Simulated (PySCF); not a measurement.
Ligands exchanged one at a time, Al CH3-H. Isolated molecules, 0 K electronic values unless said otherwise. Strings in code marks are SMILES.

Quantity: redistribution energy (mixed species minus the weighted end members), in kJ/mol.

Level 1: PBE-D3(BJ)/def2-TZVP // B3LYP-D3(BJ)/def2-TZVP (PySCF)
Level 2: TPSSh-D3(BJ)/def2-TZVP // B3LYP-D3(BJ)/def2-TZVP (PySCF)
Level 3: BP86/6-31G* // B3LYP-D3(BJ)/def2-TZVP (PySCF)
Level 4: PBE/6-31G* // B3LYP-D3(BJ)/def2-TZVP (PySCF)

```csv
species,level 1,level 2,level 3,level 4
1 of 3 CH3 replaced by H: `[CH3][AlH][CH3]`,-0.64,-0.30,-1.46,-1.29
2 of 3 CH3 replaced by H: `[CH3][AlH2]`,-0.87,-0.50,-1.98,-1.83
```
